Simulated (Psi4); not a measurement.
Psi4 input (wB97X-D/6-311+G**):

```
memory 1500 MB

molecule {
0 2
Cl    1.80969600    0.20681000   -0.06841000
C     0.58737000   -0.91028300   -0.03211400
C    -0.71795300   -0.91441100    0.01870100
Cl   -1.68728500    0.54456100    0.07125900
H    -1.29747900   -1.82515300    0.03204600
symmetry c1
no_reorient
no_com
}

set {
  basis 6-311+G**
  reference uks
  scf_type pk
  dft_radial_points 99
  dft_spherical_points 590
  e_convergence 1e-8
  d_convergence 1e-7
  maxiter 150
}

e = energy('wb97x-d')
print_out(f'\nFINAL {e:.10f} DIPOLE {variable("CURRENT DIPOLE")[0]:.6f} {variable("CURRENT DIPOLE")[1]:.6f} {variable("CURRENT DIPOLE")[2]:.6f}\n')
```

Output:

```
   => Loading Basis Set <=

    Name: 6-311+G**
    Role: ORBITAL
    Keyword: BASIS
    atoms 1, 4 entry CL         line   468 file 6-311pgss.gbs
    atoms 2-3  entry C          line   129 file 6-311pgss.gbs
    atoms 5    entry H          line    42 file 6-311pgss.gbs

   => WB97X-D: Empirical Dispersion <=

    Chai and Head-Gordon Dispersion Correction
    Chai, J.-D.; Head-Gordon, M. (2010), J. Chem. Phys., 132: 6615-6620

        s6 =       1.000000

         ---------------------------------------------------------
                                   SCF
               by Justin Turney, Rob Parrish, Andy Simmonett
                          and Daniel G. A. Smith
                              UKS Reference
         ---------------------------------------------------------

  ==> Geometry <==

    Molecular point group: c1
    Full point group: C1

    Geometry (in Angstrom), charge = 0, multiplicity = 2:

       Center              X                  Y                   Z               Mass
    ------------   -----------------  -----------------  -----------------  -----------------
         CL           1.809696000000     0.206810000000    -0.068410000000    34.968852682000
         C            0.587370000000    -0.910283000000    -0.032114000000    12.000000000000
         C           -0.717953000000    -0.914411000000     0.018701000000    12.000000000000
         CL          -1.687285000000     0.544561000000     0.071259000000    34.968852682000
         H           -1.297479000000    -1.825153000000     0.032046000000     1.007825032230

  Running in c1 symmetry.

  Rotational constants: A =      0.49582  B =      0.07405  C =      0.06443 [cm^-1]
  Rotational constants: A =  14864.16875  B =   2219.90483  C =   1931.45035 [MHz]
  Nuclear repulsion =  171.577816151543914

  Charge       = 0
  Multiplicity = 2
  Electrons    = 47
  Nalpha       = 24
  Nbeta        = 23

  ==> Algorithm <==

  SCF Algorithm Type is PK.
  DIIS enabled.
  MOM disabled.
  Fractional occupation disabled.
  Guess Type is SAD.
  Energy threshold   = 1.00e-08
  Density threshold  = 1.00e-07
  Integral threshold = 1.00e-12
[...]
      97A      3.449450    98A      3.811664    99A      9.807823
     100A      9.872638   101A     23.498305   102A     24.348109
     103A     25.875704   104A     25.911721   105A     25.946675
     106A     26.015824   107A     26.330305   108A     26.498468
     109A    215.876698   110A    215.944791

    Beta Occupied:

       1A   -101.773819     2A   -101.737561     3A    -10.372829
       4A    -10.368046     5A     -9.641810     6A     -9.605774
       7A     -7.390952     8A     -7.380915     9A     -7.380453
      10A     -7.354418    11A     -7.345323    12A     -7.344835
      13A     -1.021565    14A     -0.974515    15A     -0.839547
      16A     -0.660235    17A     -0.574993    18A     -0.548319
      19A     -0.500243    20A     -0.457636    21A     -0.446798
      22A     -0.410263    23A     -0.344002

    Beta Virtual:

      24A     -0.059816    25A      0.060268    26A      0.061563
      27A      0.079899    28A      0.091192    29A      0.109340
      30A      0.114252    31A      0.118823    32A      0.139730
      33A      0.143606    34A      0.151923    35A      0.154210
      36A      0.174956    37A      0.177985    38A      0.181557
      39A      0.199088    40A      0.201214    41A      0.227483
      42A      0.247407    43A      0.277184    44A      0.290767
      45A      0.400357    46A      0.466742    47A      0.502605
      48A      0.509439    49A      0.513248    50A      0.537826
      51A      0.544378    52A      0.569972    53A      0.599829
      54A      0.602644    55A      0.651196    56A      0.666328
      57A      0.714626    58A      0.783426    59A      0.810090
      60A      0.834013    61A      0.905844    62A      0.908265
      63A      0.914637    64A      0.928483    65A      0.949477
      66A      0.968505    67A      0.992701    68A      1.049114
      69A      1.071914    70A      1.138156    71A      1.173626
      72A      1.187813    73A      1.297528    74A      1.417663
      75A      1.445388    76A      1.546951    77A      1.684369
      78A      1.753152    79A      1.870538    80A      1.924340
      81A      1.936275    82A      2.105213    83A      2.281200
      84A      2.322633    85A      2.332527    86A      2.374403
      87A      2.381606    88A      2.477326    89A      2.510429
      90A      2.599605    91A      2.698882    92A      2.747239
      93A      2.777849    94A      2.962281    95A      3.016030
      96A      3.289951    97A      3.462523    98A      3.816019
      99A      9.808484   100A      9.873498   101A     23.510328
     102A     24.357297   103A     25.875744   104A     25.912328
     105A     25.946533   106A     26.015807   107A     26.330439
     108A     26.498630   109A    215.877386   110A    215.945631

    Final Occupation by Irrep:
              A
    DOCC [    23 ]
    SOCC [     1 ]
    NA   [    24 ]
    NB   [    23 ]

  @UKS Final Energy:  -997.10836530914014

   => Energetics <=

    Nuclear Repulsion Energy =            171.5778161515439137
    One-Electron Energy =               -1714.2475791671013212
    Two-Electron Energy =                 594.5815522573395810
    DFT Exchange-Correlation Energy =     -49.0194033459176879
    Empirical Dispersion Energy =          -0.0007512050045313
    VV10 Nonlocal Energy =                  0.0000000000000000
    Total Energy =                       -997.1083653091401402

  UHF NO Occupations:
  HONO-2 :   22  A 1.9988200
  HONO-1 :   23  A 1.9946526
  HONO-0 :   24  A 1.0000000
  LUNO+0 :   25  A 0.0053474
  LUNO+1 :   26  A 0.0011800
  LUNO+2 :   27  A 0.0004300
  LUNO+3 :   28  A 0.0001889

Computation Completed

Properties will be evaluated at   0.000000,   0.000000,   0.000000 [a0]

Properties computed using the SCF density matrix

 Multipole Moments:

 ------------------------------------------------------------------------------------
     Multipole            Electronic (a.u.)      Nuclear  (a.u.)        Total (a.u.)
 ------------------------------------------------------------------------------------

 L = 1.  Multiply by 2.5417464519 to convert [e a0] to [Debye]
 Dipole X            :          0.1184942            0.0000189            0.1185131
 Dipole Y            :         -0.2878847           -0.0000189           -0.2879036
 Dipole Z            :         -0.0075380            0.0000019           -0.0075362
 Magnitude           :                                                    0.3114332

 ------------------------------------------------------------------------------------

FINAL -997.1083653091 DIPOLE 0.118513 -0.287904 -0.007536

*** Psi4 exiting successfully. Buy a developer a beer!
```

The geometry given is a B3LYP-D3(BJ)/def2-TZVP minimum.
